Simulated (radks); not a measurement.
Initial-state core-level shifts of the lead ion Pb+ when its valence configuration changes from [Hg] 6p1. All-electron calculation, Dirac Kohn-Sham, LDA (Slater exchange, Perdew-Wang correlation), spin-unpolarised, spherical densities, point nucleus; open shells fill j = l - 1/2 first. Program: a radial shooting solver on a logarithmic mesh with Libxc functionals. Shifts are changes of the shell-averaged eigenvalues in eV (positive: less bound).

| valence | 2s | 2p | 4p | 5p |
|---|---|---|---|---|
| [Xe] 4f14 5d9.5 6s2 6p1.5 | -2.834 | -2.828 | -2.765 | -2.463 |
| [Xe] 4f13 5d10 6s2 6p2 | -21.258 | -21.054 | -19.812 | -8.444 |
| [Xe] 4f14 5d9 6s2 6p2 | -5.693 | -5.681 | -5.544 | -4.913 |
| [Xe] 4f14 5d10 6s1.5 6p1.5 | -0.670 | -0.669 | -0.679 | -0.665 |
| [Xe] 4f14 5d10 6p3 | -3.312 | -3.306 | -3.343 | -3.282 |
| [Xe] 4f14 5d9.5 6p3.5 | -6.428 | -6.416 | -6.384 | -6.002 |
| [Xe] 4f14 5d10 6s0.5 6p2.5 | -2.331 | -2.327 | -2.355 | -2.312 |
| [Xe] 4f12 5d9.5 6s2 6p3.5 | -47.643 | -47.217 | -44.258 | -20.656 |
| [Xe] 4f13 5d9.5 6s2 6p2.5 | -24.605 | -24.395 | -23.056 | -11.317 |
